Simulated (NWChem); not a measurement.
System: CH6SSiTe; SMILES S(C)[Te][SiH3]

Here is an NWChem input.

```
start job
memory heap 200 mb stack 900 mb global 1100 mb
geometry units angstroms noautoz
  Te     0.807141    -0.436078    -0.006473
  S     -0.261596     1.660893     0.677163
  C     -0.796921     2.369226    -0.921674
  H      0.064841     2.595099    -1.578103
  H     -1.314883     3.316273    -0.664972
  H     -1.509262     1.701606    -1.444155
  Si    -1.431072    -1.605132     0.053455
  H     -2.393296    -0.877307    -0.844420
  H     -1.974486    -1.633720     1.452998
  H     -1.246915    -3.013034    -0.449903
end
basis spherical
  * library def2-svp
end
ecp
  Te library def2-ecp
end
dft
  xc r2scan
  iterations 150
  mulliken
end
task dft energy
```

Excerpt of the output:

```
             Northwest Computational Chemistry Package (NWChem) 7.3.0
             --------------------------------------------------------

 C1  symmetry detected

                             Geometry "geometry" -> ""
                             -------------------------

 Output coordinates in angstroms (scale by  1.889725989 to convert to a.u.)

  No.       Tag          Charge          X              Y              Z
 ---- ---------------- ---------- -------------- -------------- --------------
    1 Te                  52.0000     0.71379589    -0.48417051    -0.04001974
    2 S                   16.0000    -0.13586686     1.70507898     0.66148167
    3 C                    6.0000    -0.61836427     2.46800650    -0.92902961
    4 H                    1.0000     0.25342820     2.61059470    -1.59551132
    5 H                    1.0000    -1.03784047     3.46036848    -0.66382027
    6 H                    1.0000    -1.39897309     1.87523821    -1.44420743
    7 Si                  14.0000    -1.62737770    -1.42840742     0.04482665
    8 H                    1.0000    -2.52433667    -0.60666534    -0.83947439
    9 H                    1.0000    -2.15408951    -1.40843986     1.45088946
   10 H                    1.0000    -1.58823156    -2.84582876    -0.46395174

 Effective nuclear repulsion energy (a.u.)     550.1541498973

                                 NWChem DFT Module
                                 -----------------

 Summary of "ao basis" -> "ao basis" (spherical)
 ------------------------------------------------------------------------------
       Tag                 Description            Shells   Functions and Types
 ---------------- ------------------------------  ------  ---------------------
 Te                         def2-svp                10       26   4s4p2d
 S                          def2-svp                 8       18   4s3p1d
 C                          def2-svp                 6       14   3s2p1d
 H                          def2-svp                 3        5   2s1p
 Si                         def2-svp                 8       18   4s3p1d

            General Information
            -------------------
          SCF calculation type: DFT
          Wavefunction type:  closed shell.
          No. of atoms     :    10
          No. of electrons :    66
           Alpha electrons :    33
            Beta electrons :    33
          Charge           :     0
          Spin multiplicity:     1
          Use of symmetry is: off; symmetry adaption is: off
          Maximum number of iterations: 150
          AO basis - number of functions:   106
                     number of shells:    50
          Convergence on energy requested:  1.00D-06
          Convergence on density requested:  1.00D-05
          Convergence on gradient requested:  5.00D-04

              XC Information
              --------------
                      r^2SCAN Method XC Functional
               r^2SCAN metaGGA Exchange Functional  1.000
                     r^2SCAN Correlation Potential  1.000

             Grid Information
             ----------------
          Grid used for XC integration:  medium
          Radial quadrature: Mura-Knowles
          Angular quadrature: Lebedev.
          Tag              B.-S. Rad. Rad. Pts. Rad. Cut. Ang. Pts.
          ---              ---------- --------- --------- ---------
          Te                  1.40      123          11.0       590
          S                   1.00       88          12.0       590
          C                   0.70       49          13.0       434
          H                   0.35       45          14.0       434
          Si                  1.10       88          12.0       590
          Grid pruning is: on
          Number of quadrature shells:   618
          Spatial weights used:  Erf1

      Superposition of Atomic Density Guess
      -------------------------------------

 Sum of atomic energies:       -1037.93006577

      Non-variational initial energy
      ------------------------------

 Total energy =    -994.887023
 1-e energy   =   -2107.483286
 2-e energy   =     792.984760
 HOMO         =      -0.241873
 LUMO         =      -0.045259

     ---------------------------------------------
      Total Density - Mulliken Population Analysis
     ---------------------------------------------

    Atom       Charge   Shell Charges
 -----------   ------   -------------------------------------------------------
    1 Te  24    24.06   1.77  0.27  1.20  0.66  2.88  3.15  2.03  2.03  9.84  0.22
    2 S   16    16.24   2.00  1.99  1.20  0.68  5.94  1.68  2.69  0.05
    3 C    6     6.22   1.99  0.95  0.26  1.92  1.09  0.02
    4 H    1     0.89   0.67  0.19  0.02
    5 H    1     0.88   0.66  0.20  0.02
    6 H    1     0.89   0.67  0.20  0.02
    7 Si  14    13.62   2.00  1.99  1.01  0.30  5.94  1.07  1.21  0.11
    8 H    1     1.06   0.69  0.36  0.01
    9 H    1     1.06   0.69  0.36  0.01
   10 H    1     1.07   0.69  0.37  0.01

   convergence    iter        energy       DeltaE   RMS-Dens  Diis-err
 ---------------- ----- ----------------- --------- --------- ---------
 d= 0,ls=0.0,diis     1   -997.1751274766 -1.32D+03  8.49D-03  2.88D-01
 d= 0,ls=0.0,diis     2   -997.1909107258 -1.58D-02  5.27D-03  1.24D-01
 d= 0,ls=0.0,diis     3   -997.2070404755 -1.61D-02  2.27D-03  3.99D-02
 d= 0,ls=0.0,diis     4   -997.2134660970 -6.43D-03  6.93D-04  3.68D-03
 d= 0,ls=0.0,diis     5   -997.2140580832 -5.92D-04  2.14D-04  1.85D-04
  Resetting Diis
 d= 0,ls=0.0,diis     6   -997.2140879891 -2.99D-05  8.09D-05  4.54D-05
 d= 0,ls=0.0,diis     7   -997.2140962947 -8.31D-06  3.11D-05  1.80D-06
 d= 0,ls=0.0,diis     8   -997.2140959401  3.55D-07  1.98D-05  3.96D-06
 d= 0,ls=0.0,diis     9   -997.2140965930 -6.53D-07  3.57D-06  8.48D-08

         Total DFT energy =     -997.214096593043
      One electron energy =    -2110.110288642244
           Coulomb energy =      868.289752031124
    Exchange-Corr. energy =      -75.005063268726
 Nuclear repulsion energy =      319.611503286803

 Numeric. integr. density =       65.999996830534

                       DFT Final Molecular Orbital Analysis
                       ------------------------------------

 Vector   31  Occ=2.000000D+00  E=-2.871681D-01
              MO Center=  3.1D-02,  6.8D-01,  2.1D-01, r^2= 4.8D+00
   Bfn.  Coefficient  Atom+Function         Bfn.  Coefficient  Atom+Function
  ----- ------------  ---------------      ----- ------------  ---------------
    11      0.299054   1 Te px               38      0.278986   2 S  py
    39      0.275267   2 S  pz               12     -0.235770   1 Te py
    14      0.218187   1 Te px               35      0.215849   2 S  py
    36      0.202070   2 S  pz                3      0.147469   1 Te s
    15     -0.144844   1 Te py               29      0.140964   2 S  s

 Vector   32  Occ=2.000000D+00  E=-2.143605D-01
              MO Center= -7.3D-02,  1.1D+00,  3.6D-01, r^2= 3.7D+00
   Bfn.  Coefficient  Atom+Function         Bfn.  Coefficient  Atom+Function
  ----- ------------  ---------------      ----- ------------  ---------------
    37      0.529778   2 S  px               34      0.361644   2 S  px
    38      0.239391   2 S  py               31      0.205698   2 S  px
    13     -0.185515   1 Te pz               11     -0.180934   1 Te px
    16     -0.167044   1 Te pz               35      0.147266   2 S  py
    14     -0.130502   1 Te px               59     -0.116196   4 H  s

 Vector   33  Occ=2.000000D+00  E=-2.095625D-01
              MO Center=  3.7D-01, -1.5D-01,  2.7D-02, r^2= 3.6D+00
   Bfn.  Coefficient  Atom+Function         Bfn.  Coefficient  Atom+Function
  ----- ------------  ---------------      ----- ------------  ---------------
    13      0.519341   1 Te pz               16      0.488473   1 Te pz
    37      0.226711   2 S  px               10     -0.204402   1 Te pz
     7     -0.159031   1 Te pz               34      0.142122   2 S  px
    12     -0.126297   1 Te py               30     -0.114552   2 S  s
    15     -0.108663   1 Te py               47      0.108041   3 C  s

 Vector   34  Occ=0.000000D+00  E=-9.419961D-02
              MO Center=  3.3D-01,  2.0D-01,  1.4D-01, r^2= 4.3D+00
   Bfn.  Coefficient  Atom+Function         Bfn.  Coefficient  Atom+Function
  ----- ------------  ---------------      ----- ------------  ---------------
    15      0.623553   1 Te py               38      0.541973   2 S  py
    12      0.434012   1 Te py               30     -0.307044   2 S  s
    35      0.273598   2 S  py               37     -0.221251   2 S  px
    39      0.219633   2 S  pz                3      0.190410   1 Te s
    29     -0.184685   2 S  s                16      0.183164   1 Te pz

 Vector   35  Occ=0.000000D+00  E=-3.587345D-02
              MO Center= -5.1D-01, -8.7D-01,  3.3D-02, r^2= 5.2D+00
   Bfn.  Coefficient  Atom+Function         Bfn.  Coefficient  Atom+Function
  ----- ------------  ---------------      ----- ------------  ---------------
    14      0.836876   1 Te px               84      0.795664   7 Si px
    77      0.693402   7 Si s                 4     -0.565840   1 Te s
    85      0.400058   7 Si py               11      0.359060   1 Te px
    76      0.342592   7 Si s                 3     -0.298153   1 Te s
    81      0.250273   7 Si px               15      0.189953   1 Te py

 Vector   36  Occ=0.000000D+00  E= 1.613897D-02
              MO Center= -8.9D-01,  4.7D-01, -1.9D-01, r^2= 6.8D+00
   Bfn.  Coefficient  Atom+Function         Bfn.  Coefficient  Atom+Function
  ----- ------------  ---------------      ----- ------------  ---------------
    47      1.209992   3 C  s                86     -0.891450   7 Si pz
    93     -0.646716   8 H  s                98      0.603707   9 H  s
    39      0.597952   2 S  pz               30     -0.570921   2 S  s
    70     -0.425630   6 H  s                65     -0.334740   5 H  s
    60     -0.330854   4 H  s                53      0.326791   3 C  pz

     ---------------------------------------------
      Total Density - Mulliken Population Analysis
     ---------------------------------------------

    Atom       Charge   Shell Charges
 -----------   ------   -------------------------------------------------------
    1 Te  24    24.04   1.77  0.28  1.32  0.56  2.88  3.15  2.17  1.80  9.80  0.30
    2 S   16    16.22   2.00  1.99  1.24  0.71  5.93  1.76  2.53  0.07
    3 C    6     6.14   1.99  0.92  0.22  2.05  0.94  0.03
    4 H    1     0.91   0.73  0.15  0.02
    5 H    1     0.91   0.72  0.16  0.03
    6 H    1     0.91   0.73  0.16  0.02
    7 Si  14    13.73   2.00  1.98  1.06  0.23  5.93  1.27  1.11  0.15
    8 H    1     1.05   0.73  0.31  0.01
    9 H    1     1.04   0.73  0.30  0.01
   10 H    1     1.06   0.73  0.32  0.01

     -------------------------------------------
      Total Density - Lowdin Population Analysis
     -------------------------------------------

    Atom       Charge   Shell Charges
 -----------   ------   -------------------------------------------------------
    1 Te  24    24.01   1.23  0.75  1.05  0.77  2.73  3.18  2.10  2.05  9.55  0.60
    2 S   16    15.94   2.00  1.96  1.01  0.71  5.81  1.86  2.51  0.08
    3 C    6     6.18   1.96  0.62  0.34  1.84  1.35  0.07
    4 H    1     0.97   0.64  0.26  0.07
    5 H    1     0.96   0.63  0.26  0.07
    6 H    1     0.97   0.64  0.27  0.07
    7 Si  14    13.72   2.00  1.94  0.70  0.38  5.82  1.28  1.37  0.23
    8 H    1     1.09   0.64  0.42  0.03
    9 H    1     1.08   0.64  0.42  0.03
   10 H    1     1.09   0.64  0.42  0.03

     Multipole analysis of the density
     ---------------------------------

     L   x y z        total         alpha         beta         nuclear
     -   - - -        -----         -----         ----         -------
     0   0 0 0      0.000000    -33.000000    -33.000000     66.000000

     1   1 0 0     -0.254762     18.756920     18.756920    -37.768602
     1   0 1 0      0.044452    -12.787068    -12.787068     25.618588
     1   0 0 1     -0.560909     -1.339223     -1.339223      2.117537

     2   2 0 0    -45.432851   -145.075460   -145.075460    244.718068
     2   1 1 0     -0.860753    -27.067141    -27.067141     53.273530
     2   1 0 1      0.065153     -4.141371     -4.141371      8.347895
     2   0 2 0    -42.779617   -289.238167   -289.238167    535.696717
     2   0 1 1     -1.870629      8.933072      8.933072    -19.736773
     2   0 0 2    -47.422859    -60.034816    -60.034816     72.646773
```

Level: r2SCAN/def2-SVP with def2 effective core potentials on Te. Structure relaxed at the PBE-D3(BJ)/def2-SVP level. No frequency run checked for a minimum. def2 effective core potentials on Te; no spin-orbit coupling.
